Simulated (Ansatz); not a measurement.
Reactions of C₃H₉BOS (`CC(C)OBS`).

Gas-phase electronic energies from Ansatz, PBE0-D4/def2-TZVP geometries. CCSD(T)/CBS is the MP2 limit (def2-TZVPP, def2-QZVPP) plus CCSD(T) − MP2 in def2-TZVPP, frozen cores. This one scheme is used for every species. DFT in def2-TZVPP. For Ti outer-core shells are correlated without core-valence functions, which leaves a few kJ/mol of doubt a bond. Scalar relativity is left out up to krypton. One conformer a species, not always the lowest.

| reaction | CCSD(T)/CBS(def2) (eV) |
| --- | --- |
| `CC(C)OBS` + `CC(C)[O][Ti]([OH])([OH])[OH]` → `CC(C)[O][Ti]([OH])([OH])[O]C(C)C` + `OBS` | -0.09 |
| `CC(C)OBS` + `F[SiH3]` → `C[SiH2]F` + `CCOBS` | ? |
| `CC(C)OBS` + `N[SiH](F)S` → `CS[SiH](N)F` + `CCOBS` | 0.32 |
| `CC(C)OBS` + `O[SiH](F)O[SiH2]F` → `CO[SiH](F)O[SiH2]F` + `CCOBS` | ? |
| `CC(C)OBS` + `CN[SiH2]Cl` → `CC(C)N(C)[SiH2]Cl` + `OBS` | -0.07 |
| `CC(C)OBS` + `OCS` → `CSCO` + `CCOBS` | 0.07 |

Problem. Fill in the missing values. (Best estimate.)

Solution. The calculation gave: `CC(C)OBS` + `F[SiH3]` → `C[SiH2]F` + `CCOBS`: -0.34 eV; `CC(C)OBS` + `O[SiH](F)O[SiH2]F` → `CO[SiH](F)O[SiH2]F` + `CCOBS`: +0.78 eV.

Largest T1 diagnostic: 0.021, for `CC(C)[O][Ti]([OH])([OH])[OH]`.
